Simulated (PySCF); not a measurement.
Constitutional and geometric isomers with formula C2H4S3. Isolated molecules, 0 K electronic values unless said otherwise. One relaxed conformer stands for each flexible species; it need not be the lowest. Strings in code marks are SMILES.

The numbers are results of PBE-D3(BJ)/def2-TZVP // PBE0-D3(BJ)/def2-TZVP (PySCF 2.14.0), not measurements. All candidates: neutral, multiplicity 1. Excitations are Tamm–Dancoff values on a coarser integration grid. The basis has no diffuse functions, so Rydberg states are missing or too high.

```yaml
T1 excitation (TDA): 2.12 eV
brightest of the four lowest singlets (TDA): 4.70 eV
HOMO–LUMO gap: 2.34 eV
```

Question: Identify which member has these values.
(A) `S/C=C/SS`
(B) `S/C=C\SS`
(C) `S=CCSS`
(D) `S=C(S)CS`

Answer: D, `S=C(S)CS`. The others give `S/C=C\SS`: 2.94 eV, 4.89 eV, 3.22 eV; `S/C=C/SS`: 3.07 eV, 3.88 eV, 3.38 eV; `S=CCSS`: 1.79 eV, 3.81 eV, 2.07 eV
